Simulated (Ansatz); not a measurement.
```yaml
crystal:
  periodic: [false, false, false]
  atoms:
    - {symbol: C, position_ang: [-0.113028, -1.370754, 1.870506]}
    - {symbol: Zr, position_ang: [-0.123600, -0.434658, -0.248680]}
    - {symbol: Cl, position_ang: [-0.806091, -2.394317, -1.523403]}
    - {symbol: C, position_ang: [-2.619757, 0.012679, -0.019184]}
    - {symbol: C, position_ang: [-2.183557, 0.624114, -1.164947]}
    - {symbol: C, position_ang: [-1.280436, 1.698299, -0.852661]}
    - {symbol: C, position_ang: [-1.197531, 1.704687, 0.582117]}
    - {symbol: C, position_ang: [-1.981526, 0.632720, 1.087028]}
    - {symbol: C, position_ang: [2.328000, -1.150905, -0.305213]}
    - {symbol: C, position_ang: [2.265758, -0.120386, 0.609173]}
    - {symbol: C, position_ang: [1.862271, 1.048302, -0.111097]}
    - {symbol: C, position_ang: [1.673461, 0.709885, -1.437808]}
    - {symbol: C, position_ang: [1.920381, -0.690135, -1.617161]}
    - {symbol: H, position_ang: [0.133851, -0.744475, 2.667439]}
    - {symbol: H, position_ang: [-1.072873, -1.853882, 2.038815]}
    - {symbol: H, position_ang: [0.623819, -2.232104, 1.865084]}
    - {symbol: H, position_ang: [-3.225874, -0.864399, 0.023492]}
    - {symbol: H, position_ang: [-2.415277, 0.385479, -2.239383]}
    - {symbol: H, position_ang: [-0.796097, 2.335527, -1.578015]}
    - {symbol: H, position_ang: [-0.629878, 2.403062, 1.188681]}
    - {symbol: H, position_ang: [-2.144366, 0.419605, 2.040313]}
    - {symbol: H, position_ang: [2.508626, -2.222894, -0.125783]}
    - {symbol: H, position_ang: [2.463972, -0.186314, 1.634187]}
    - {symbol: H, position_ang: [1.834734, 2.035224, 0.309772]}
    - {symbol: H, position_ang: [1.371173, 1.418498, -2.254043]}
    - {symbol: H, position_ang: [1.904247, -1.260085, -2.544479]}
basis:
  gaussian: {orbitals: def2-SVPD}
magnetization: {spin_polarized: true, initial_magnetization: 0}
hamiltonian: {xc: {name: HF}}
correlation: {method: mp2, frozen_orbitals: {C: 9}}
output: {forces: true}
```

```sh
$ ansatz run in.yaml --threads 11 --pin off --events-out ev --progress --plain --max-ram 174080MiB --backend cuda --devices 0, --max-vram 75GiB
```

Output, abridged:

```
Functional definition: HF
Error: "frozen_orbitals" has no count for Zr
```

Question: What is wrong with this run?

Answer: Frozen orbitals are typed for one element alone, and the program wants a count for each. The program refused the input.
